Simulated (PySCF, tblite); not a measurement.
Isomers of [C9H14P]- (charge -1), one GFN2-xTB conformer each. Single-point energies are computed at PBE0/pcSseg-1 (PySCF, gas phase, no added dispersion term), electronic only.

Question: Rank them by PBE0/pcSseg-1 energy, lowest first (kcal/mol).
A. `[CH3:1][CH2:2][c:3]1[cH:4][p-:5][cH:6][c:7]1[CH:8]([CH3:9])[CH3:10]` (charge -1) with C1–C2–C3–C4 97°, C6–C7–C8–C9 60°
B. `[CH3:1][CH2:2][c:3]1[cH:4][c:5]([CH3:6])[p-:7][c:8]1[CH2:9][CH3:10]` (charge -1) with C1–C2–C3–C4 73°, P7–C8–C9–C10 -99°
C. `[CH3:1][c:2]1[cH:3][c:4]([CH3:5])[c:6]([CH:7]([CH3:8])[CH3:9])[p-:10]1` (charge -1) with C4–C6–C7–C8 -93°
D. `[CH3:1][CH2:2][c:3]1[cH:4][c:5]([CH:6]([CH3:7])[CH3:8])[cH:9][p-:10]1` (charge -1) with C1–C2–C3–C4 88°, C4–C5–C6–C7 -63°
E. `Cc1c[p-]cc1C(C)(C)C`

Answer: D (0.0), C (0.5), B (0.8), A (0.8), E (3.7).

As drawn, the highest has a quaternary carbon, which the lowest lacks. Neighbours under 5.0 kcal/mol apart (CCc1cc(C(C)C)c[p-]1 and Cc1cc(C)c(C(C)C)[p-]1; Cc1cc(C)c(C(C)C)[p-]1 and CCc1cc(C)[p-]c1CC; CCc1cc(C)[p-]c1CC and CCc1c[p-]cc1C(C)C; CCc1c[p-]cc1C(C)C and Cc1c[p-]cc1C(C)(C)C) can change places with a better method, another conformer or zero-point energy. GFN2-xTB itself gives, in the same order: 1.0, 0.0, 1.3, 0.2, 2.3. GFN2-xTB puts Cc1cc(C)c(C(C)C)[p-]1 lowest instead; measured from each level's own lowest isomer, the values differ by up to 1.4 kcal/mol (Cc1c[p-]cc1C(C)(C)C: 2.3 against 3.7).

Question: What happens when harmonic zero-point energies from GFN2-xTB frequencies are added?

Answer: 
```tsv
SMILES	ZPE (kcal/mol)	electronic (kcal/mol)	with ZPE (kcal/mol)
CCc1cc(C(C)C)c[p-]1	126.9	0.0	0.2
Cc1cc(C)c(C(C)C)[p-]1	126.3	0.5	0.0
CCc1cc(C)[p-]c1CC	126.8	0.8	0.8
CCc1c[p-]cc1C(C)C	127.2	0.8	1.3
Cc1c[p-]cc1C(C)(C)C	127.1	3.7	4.0
```

The zero-point energies span 0.9 kcal/mol. Cc1cc(C)c(C(C)C)[p-]1 becomes the lowest.
